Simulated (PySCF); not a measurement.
HOSn, charge +1, multiplicity 1. Atoms are numbered in the order given.

```xyz
3

O      0.0000     0.0000     1.5731
Sn     0.0000     0.0000    -0.3024
H      0.0000     0.0000     2.5373
```
Charge +1, spin multiplicity 1.

Geometry: B3LYP-D3(BJ)/def2-TZVP. The isomer is the one that the SMILES or the coordinates give; other isomers of the formula were not compared. The def2 effective core potentials stand for the cores of Sn; spin–orbit coupling is left out.

Calculation: B3LYP-D3(BJ)/def2-TZVP run with PySCF.

Frequencies are harmonic and unscaled.

Modes within 1.5 cm⁻¹ of each other (mostly degenerate sets) share a row, with their intensities summed.

| mode | ν (cm⁻¹) | IR (km/mol) | moving atoms (share of kinetic energy) |
|---|---|---|---|
| 1–2 | 101 | 463.6 | H 87 %, O 13 % |
| 3 | 747 | 91.9 | O 82 %, Sn 13 % |
| 4 | 3824 | 434.9 | H 94 % |
